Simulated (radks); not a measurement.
Valence configurations of Eu (all share [Xe]). Calculated with a radial shooting solver on a logarithmic mesh with Libxc functionals: Dirac Kohn-Sham, PBE, spin-unpolarised, spherical densities, finite nucleus; open shells fill j = l - 1/2 first; Fermi nuclear charge, rms radius 5.1115 fm. Energies are relative to 4f7 6s2; eigenvalues in eV.

4f7 6s2: E (eV) 0.000; e(4f5/2) -2.876; e(4f7/2) -2.264; e(6s1/2) -3.619
4f5 6s2 6p2: E (eV) 18.361; e(4f5/2) -21.773; e(6p1/2) -3.222; e(6s1/2) -6.780
4f6.5 6s2 6p0.5: E (eV) 1.329; e(4f5/2) -6.982; e(4f7/2) -6.340; e(6p1/2) -1.849; e(6s1/2) -4.460
4f6.5 5d0.5 6s2: E (eV) 0.811; e(4f5/2) -5.533; e(4f7/2) -4.893; e(5d3/2) -2.205; e(6s1/2) -3.852
4f5 5d2 6s2: E (eV) 11.063; e(4f5/2) -14.881; e(5d3/2) -3.786; e(6s1/2) -4.296
4f6 5d1 6s2: E (eV) 2.730; e(4f5/2) -8.436; e(5d3/2) -2.740; e(6s1/2) -4.033
4f7 5d1 6s1: E (eV) 2.074; e(4f5/2) -1.845; e(4f7/2) -1.235; e(5d3/2) -1.102; e(6s1/2) -3.263
4f6 6s2 6p1: E (eV) 4.575; e(4f5/2) -11.560; e(6p1/2) -2.328; e(6s1/2) -5.264
4f5.5 5d1.5 6s2: E (eV) 6.221; e(4f5/2) -11.569; e(5d3/2) -3.266; e(6s1/2) -4.178

NIST lists [Xe] 4f7 6s2 as the ground configuration; this level of theory agrees among the configurations tried. The energies are those of spherical spin-averaged densities, not of single terms. No valid solution was reached for [Xe] 4f8 6s1.
